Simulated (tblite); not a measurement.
Species: C8H9FGe.
Atom-mapped SMILES: `[CH:1]#[C:2][C@H:3]1[CH2:4]/[C:5](=[CH:6]/[GeH2:7][F:8])[C:9]1=[CH2:10]` (hydrogens: H11 on C1; H12 on C3; H13, H14 on C4; H15 on C6; H16, H17 on Ge7; H18, H19 on C10)

Computed with GFN2-xTB (tblite), gas phase: L-BFGS steps from a force-field or distance-geometry start until the largest atomic force falls under 0.01 eV/Å.

Step 0: E = -769.0403 eV
```
atom  x, y, z in Å  |  force x, y, z in eV/Å
C1     -3.1758    1.8717    0.1889   -0.472   0.648   0.140
C2     -2.5228    0.8959   -0.0272    0.359  -1.296   0.022
C3     -1.6954   -0.3137   -0.2660   -3.030   0.480   1.791
C4     -0.9108   -0.2211   -1.4984    1.260  -0.468  -2.406
C5      0.3579   -0.2535   -0.7019   -0.309  -0.006   1.280
C6      1.6420   -0.2177   -1.0414   -0.078   0.006   0.094
Ge7     3.0378   -0.2620    0.2806   -0.363  -0.076   0.904
F8      4.6083   -0.1963   -0.5049   -0.199  -0.019   0.168
C9     -0.4704   -0.3328    0.5731    1.731  -0.052  -0.359
C10    -0.2387   -0.4001    1.8807    0.089   0.024  -0.687
H11    -3.7722    2.7358    0.3700    0.374  -0.453  -0.126
H12    -2.2939   -1.2545   -0.1800    0.053   0.748   0.078
H13    -1.0214    0.7220   -2.0526   -0.106  -0.503  -0.177
H14    -1.0053   -1.1357   -2.1293    0.008   0.875  -0.074
H15     1.9232   -0.1505   -2.0802   -0.124   0.000  -0.199
H16     2.9219   -1.5767    1.1130    0.405   0.428  -0.258
H17     2.8883    0.9557    1.2349    0.405  -0.360  -0.269
H18     0.7766   -0.4088    2.2522   -0.147   0.013   0.095
H19    -1.0591   -0.4485    2.5810    0.143   0.012  -0.017
```

**Question.** Estimate the geometry and energy of step 1. (The exact step hangs on the optimiser's Hessian estimate; all steps are aligned on step 0, rigid shifts and turns removed.)

**Answer.** E = -769.2273 eV, largest force 3.011 eV/Å
```
atom  x, y, z in Å  |  force x, y, z in eV/Å
C1     -3.1826    1.8809    0.1909    1.526  -2.356  -0.496
C2     -2.5176    0.8774   -0.0269   -1.967   2.141   0.783
C3     -1.7387   -0.3068   -0.2404    0.319   0.036  -0.066
C4     -0.8928   -0.2278   -1.5328    0.141  -0.060   0.435
C5      0.3534   -0.2536   -0.6836    0.033  -0.024   0.208
C6      1.6409   -0.2176   -1.0401   -0.231   0.000   0.266
Ge7     3.0326   -0.2631    0.2935   -0.291  -0.043   0.578
F8      4.6055   -0.1966   -0.5025   -0.254  -0.024   0.213
C9     -0.4456   -0.3336    0.5680    0.162   0.002  -0.701
C10    -0.2374   -0.3998    1.8709    0.247  -0.010   0.004
H11    -3.7668    2.7293    0.3682   -0.006   0.125  -0.021
H12    -2.2931   -1.2438   -0.1789   -0.318   0.176   0.188
H13    -1.0229    0.7148   -2.0551   -0.045  -0.202  -0.397
H14    -1.0052   -1.1232   -2.1303   -0.008   0.173  -0.510
H15     1.9214   -0.1505   -2.0830   -0.195  -0.013  -0.036
H16     2.9277   -1.5706    1.1093    0.383   0.320  -0.174
H17     2.8940    0.9505    1.2311    0.381  -0.268  -0.176
H18     0.7745   -0.4086    2.2536   -0.111   0.002   0.118
H19    -1.0570   -0.4483    2.5807    0.236   0.026  -0.215
```

The energy changes by -0.1869 eV. The first-order estimate −F·Δx gives -0.4567 eV and the mean of the old and new forces, exact on a quadratic surface, -0.1929 eV. The step makes an angle of 0° with the force vector and moves no atom by more than 0.051 Å.

The cost below is that of the whole relaxation. The run took 0.82 s of wall time on Arm Neoverse N1, one thread, shared host with 64 logical CPUs at a one-minute load of 59.
